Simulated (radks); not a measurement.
All-electron atom: neutral holmium in [Xe] 4f11 6s2. Calculated with a radial shooting solver on a logarithmic mesh with Libxc functionals: Dirac Kohn-Sham, PBE, spin-unpolarised, spherical densities, point nucleus; open shells fill j = l - 1/2 first.

Unscreened Slater integrals over Kohn-Sham orbitals (cm^-1). Large and small components are both included.

integral,value
"F0(4f7/2,4f7/2)",242130
"F2(4f7/2,4f7/2)",110970
"F4(4f7/2,4f7/2)",68902
"F6(4f7/2,4f7/2)",49376
"F0(4f7/2,4f5/2)",244850
"F2(4f7/2,4f5/2)",112430
"F4(4f7/2,4f5/2)",69845
"G2(4f7/2,4f5/2)",112150
"G4(4f7/2,4f5/2)",69679
"G6(4f7/2,4f5/2)",49944
"F0(4f7/2,6s1/2)",63825
"G3(4f7/2,6s1/2)",2185.1
"F0(4f7/2,5p3/2)",152000
"F2(4f7/2,5p3/2)",51354
"G2(4f7/2,5p3/2)",28245
"G4(4f7/2,5p3/2)",21240
"F0(4f5/2,4f5/2)",247620
"F2(4f5/2,4f5/2)",113950
"F4(4f5/2,4f5/2)",70825
"F0(4f5/2,6s1/2)",63915
"G3(4f5/2,6s1/2)",2061.5
"F0(4f5/2,5p3/2)",152810
"F2(4f5/2,5p3/2)",50969
"G2(4f5/2,5p3/2)",27458
"G4(4f5/2,5p3/2)",20755
"F0(6s1/2,6s1/2)",48753
"F0(6s1/2,5p3/2)",61478
"G1(6s1/2,5p3/2)",4520.3
"F0(5p3/2,5p3/2)",127170
"F2(5p3/2,5p3/2)",67981
